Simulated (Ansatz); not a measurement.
`Br[Si]Br` + CH₃OH → `CO[Si]Br` + HBr at 400 K and 1 bar (ligand exchange at the Si–Br bond).

Computed with Ansatz on PBE0-D4/def2-TZVP structures; ΔE is electronic, products minus reactants. CCSD(T)/CBS is the MP2 limit (def2-TZVPP, def2-QZVPP) plus CCSD(T) − MP2 in def2-TZVPP, frozen cores. This one scheme is used for every species. For Br outer-core shells are correlated without core-valence functions, which leaves a few kJ/mol of doubt a bond. Scalar relativity is left out up to krypton. One conformer a species, not always the lowest.

```tsv
species	CCSD(T)/CBS energy (Eh)	H − E (kJ/mol)	S (J/(mol·K))
`Br[Si]Br`	-5435.76988	24.5	321.4
CH₃OH	-115.61712	151.2	252.6
`CO[Si]Br`	-2977.47730	140.6	357.8
HBr	-2573.91920	27.6	207.2
```

H − E and S are ideal-gas, rigid-rotor, harmonic terms from PBE0-D4/def2-TZVP, for one conformer and one mirror image of each species. 1 Eh = 2625.50 kJ/mol, R = 8.31446 J/(mol·K).

**Question.** By hand: ΔE, ΔH, ΔS and ΔG.

**Answer.** ΔE = (-2977.47730) + (-2573.91920) − (-5435.76988) − (-115.61712) = -0.00950 Eh = -24.9 kJ/mol. Δ(H − E) = 140.6 + 27.6 − 24.5 − 151.2 = -7.5, so ΔH = -32.4 kJ/mol. ΔS = 357.8 + 207.2 − 321.4 − 252.6 = -9.0 J/(mol·K). ΔG = -32.4 − 400 × (-9.0)/1000 = -28.8 kJ/mol.

**Question.** By hand: the equilibrium constant, and the temperature at which ΔG would vanish if ΔH and ΔS stayed fixed.

**Answer.** log₁₀ K = −ΔG/(RT ln 10) = 3.8. ΔG = 0 at ΔH/ΔS = 3600 K, far beyond where these terms or the molecules hold.

The number of gas molecules stays the same, so ΔS is small and ΔH decides. A doubt of 5 kJ/mol in ΔE shifts log₁₀ K by 0.7 here. Other conformers and mirror images would add mixing entropy, several J/(mol·K) or more a flexible species. These are equilibria of isolated gas molecules and say nothing of rates. Largest T1 diagnostic: 0.012 (customary marks: 0.02 for closed shells, 0.045 for open ones).
